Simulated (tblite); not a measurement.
Parent: `[CH2:1]=[CH:2][C@H:3]([F:4])[C:5]#[C:6][CH3:7]` with C1–C2–C3–F4 -136°, C6H7F.

The geometries are computed with GFN2-xTB (gas phase). One conformer each, not checked by frequencies here.

```tsv
coordinate of the parent	value
C1=C2	1.319 Å
C2–C3	1.503 Å
C3–F4	1.392 Å
C3–C5	1.455 Å
C5≡C6	1.199 Å
C6–C7	1.444 Å
C1–C2–C3	123.9°
C2–C3–F4	109.3°
C2–C3–C5	109.8°
F4–C3–C5	109.7°
C3–C5–C6	177.1°
C5–C6–C7	178.2°
```

Q: How does the shared frame change in `[CH:1]#[C:2][C@@:3]([F:4])([C:5]#[C:6][CH3:7])[CH:8]=[CH2:9]` with C2–C3–C8–C9 121°, C8H7F? Atoms pair as C1 = C9, C2 = C8, C3 = C3, F4 = F4, C5 = C5, C6 = C6, C7 = C7 (parent first).

A: 
| parent | relative | value in the relative | change |
| --- | --- | --- | --- |
| C1=C2 | C9=C8 | 1.318 Å | -0.001 |
| C2–C3 | C8–C3 | 1.513 Å | +0.010 |
| C3–F4 | C3–F4 | 1.397 Å | +0.005 |
| C3–C5 | C3–C5 | 1.461 Å | +0.006 |
| C5≡C6 | C5≡C6 | 1.199 Å | 0.000 |
| C6–C7 | C6–C7 | 1.443 Å | -0.001 |
| C1–C2–C3 | C9–C8–C3 | 124.0° | +0.1 |
| C2–C3–F4 | C8–C3–F4 | 110.2° | +0.9 |
| C2–C3–C5 | C8–C3–C5 | 110.0° | +0.2 |
| F4–C3–C5 | F4–C3–C5 | 109.0° | -0.7 |
| C3–C5–C6 | C3–C5–C6 | 178.2° | +1.1 |
| C5–C6–C7 | C5–C6–C7 | 179.2° | +1.0 |

Of the parent's bonds, C2–C3 changes most (+0.010 Å). Bonds of the relative outside the shared frame: C1≡C2 1.196, C2–C3 1.462 Å. Point group C1 → C1.

Q: How does the shared frame change in `[CH2:1]=[CH:2][C:3]([F:4])([C:5]#[C:6][CH3:7])[C:8]#[C:9][CH3:10]` with C1–C2–C3–F4 2°, C9H9F? Atoms pair as C1 = C1, C2 = C2, C3 = C3, F4 = F4, C5 = C5, C6 = C6, C7 = C7 (parent first).

A: 
```tsv
parent	relative	value in the relative	change
C1=C2	C1=C2	1.318 Å	-0.001
C2–C3	C2–C3	1.513 Å	+0.010
C3–F4	C3–F4	1.399 Å	+0.007
C3–C5	C3–C5	1.461 Å	+0.006
C5≡C6	C5≡C6	1.199 Å	0.000
C6–C7	C6–C7	1.444 Å	0.000
C1–C2–C3	C1–C2–C3	124.1°	+0.2
C2–C3–F4	C2–C3–F4	110.1°	+0.8
C2–C3–C5	C2–C3–C5	109.9°	+0.1
F4–C3–C5	F4–C3–C5	109.0°	-0.7
C3–C5–C6	C3–C5–C6	178.8°	+1.7
C5–C6–C7	C5–C6–C7	178.9°	+0.7
```

Of the parent's bonds, C2–C3 changes most (+0.010 Å). Bonds of the relative outside the shared frame: C3–C8 1.462, C8≡C9 1.199, C9–C10 1.444 Å.

Q: How does the shared frame change in `[CH2:1]=[CH:2][C@@:3]([F:4])([C:5]#[C:6][CH3:7])[CH2:8][O:9][CH3:10]` with C1–C2–C3–F4 -4°, C2–C3–C8–O9 -57°, C3–C8–O9–C10 -179°, C8H11FO? Atoms pair as C1 = C1, C2 = C2, C3 = C3, F4 = F4, C5 = C5, C6 = C6, C7 = C7 (parent first).

A: 
```tsv
parent	relative	value in the relative	change
C1=C2	C1=C2	1.318 Å	-0.001
C2–C3	C2–C3	1.505 Å	+0.002
C3–F4	C3–F4	1.397 Å	+0.005
C3–C5	C3–C5	1.456 Å	+0.001
C5≡C6	C5≡C6	1.199 Å	0.000
C6–C7	C6–C7	1.444 Å	0.000
C1–C2–C3	C1–C2–C3	124.4°	+0.5
C2–C3–F4	C2–C3–F4	110.4°	+1.1
C2–C3–C5	C2–C3–C5	109.7°	-0.1
F4–C3–C5	F4–C3–C5	108.9°	-0.8
C3–C5–C6	C3–C5–C6	178.0°	+0.9
C5–C6–C7	C5–C6–C7	179.0°	+0.8
```

Of the parent's bonds, C3–F4 changes most (+0.005 Å). Bonds of the relative outside the shared frame: C3–C8 1.541, C8–O9 1.403, O9–C10 1.404 Å. Point group C1 → C1.
